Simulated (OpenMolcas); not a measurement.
Ta4+ (d1) among equal point charges was computed by CASSCF with the d shell active (OpenMolcas, ANO-RCC-VDZP on the metal). Its lowest spin-free states, and all those of the highest spin:

```json
{"2S+1": "2", "Degeneracy": "2", "E (cm-1)": "0.0"}
{"2S+1": "2", "Degeneracy": "1", "E (cm-1)": "6932"}
{"2S+1": "2", "Degeneracy": "2", "E (cm-1)": "14586"}
```

Problem. Is the site octahedral, tetrahedral or cube-like, axial, or of lower symmetry?

Solution. The states with 2S+1 = 2 have orbital degeneracies 2, 1, 2. There are pairs but no triples, so the site is axial: not cubic, but with a proper or improper axis of order three or more. The run had Ta4+ among 6 point charges of -0.85 e arranged as a trigonal prism (D3h), 1.9 Å from the ion, with a polar angle of 43.2° against the regular 49.1°.

An orbital doublet at a regular site is open to a Jahn-Teller distortion, which this geometry leaves out. Point charges carry no covalency, so the field is a model and not that of real ligands. No measured value stands beside these numbers.
